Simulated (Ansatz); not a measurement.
Frontier orbitals of C$_{10}$H$_{12}$O$_{2}$Zr, SMILES `[OH][Zr]12345678([OH])([C@H]9[C@@H]1[C@@H]2[C@@H]3[C@H]94)[C@H]1[C@@H]5[C@@H]6[C@@H]7[C@H]18`.

Charge 0, multiplicity 1. Correlated methods include outer-core shells of Zr, which these sets cover unevenly. Zr takes the def2 core potential. Geometry: relaxed with PBE0-D4/def2-TZVP. It is one conformer, not always the lowest. Basis def2-TZVPP, the Gaussian-basis code of Ansatz.

Orbital energies of one run (eV). Highest occupied ones, from the top: -8.70, -9.01, -9.15, -9.80, -10.65, -11.39, -11.53, -11.59, -13.09, -13.10, -13.17, -13.23, -13.29, -13.65. Empty: 1.14, 1.29, 1.33, 1.68, 1.77, 1.95.

Problem. Which functional gave them?
A. B97M-V
B. r2SCANh
C. ωB97M-V
D. HSE06 (plane-wave form)

Solution. C. HOMO energies: ωB97M-V -8.70, HSE06 -6.26, r2SCANh -6.20, B97M-V -5.85 eV.
